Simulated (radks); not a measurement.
Results of a calculation; reference values are marked as such.
Ionisation ladder of osmium, from Os66+ to Os72+. Each ion is in the ground configuration listed by NIST, and IE = E(next ion) - E(this ion). Code: a radial shooting solver on a logarithmic mesh with Libxc functionals. Model: non-relativistic Kohn-Sham, TPSS, spin-polarised, spherical densities, point nucleus; open shells are filled with parallel spins first (spin-orbit coupling, left out, can overturn this in heavy ions); meta-GGA in the generalised Kohn-Sham scheme; relativity is left out, which matters for an element this heavy.

species  configuration  E (hartree)  IE, Delta-SCF (eV)  -e(HOMO) (eV)     HOMO  IE, NIST (eV)    kind  error (eV)
Os66+             [Ne]  -10901.1273             16381.2        16220.9       2p          16560  theory      -178.8
Os67+     [He] 2s2 2p5  -10299.1304             16699.5        16541.1  2p down          16900  theory      -200.5
Os68+     [He] 2s2 2p4   -9685.4337             17009.3        16856.8  2p down          17270  theory      -260.7
Os69+     [He] 2s2 2p3   -9060.3553             17440.3        17275.7    2p up          17620  theory      -179.7
Os70+     [He] 2s2 2p2   -8419.4343             17767.2        17604.5    2p up          19600  theory     -1832.8
Os71+     [He] 2s2 2p1   -7766.5017             18085.1        17928.6    2p up          20030  theory     -1944.9
Os72+         [He] 2s2   -7101.8871             18531.6        18420.3       2s          20570  theory     -2038.4

Reference values: NIST Atomic Spectra Database (exp. = measured, semi-emp. = semi-empirical, theory = theoretical value adopted there). The ionisation energy per charge of the ion left behind rises most, in proportion, at Os69+ ([He] 2s2 2p3), from 246.51 to 249.15 eV. Relativity is left out here, which matters for elements this heavy. Open shells are spherical and high-spin; term and fine-structure splittings are not resolved.
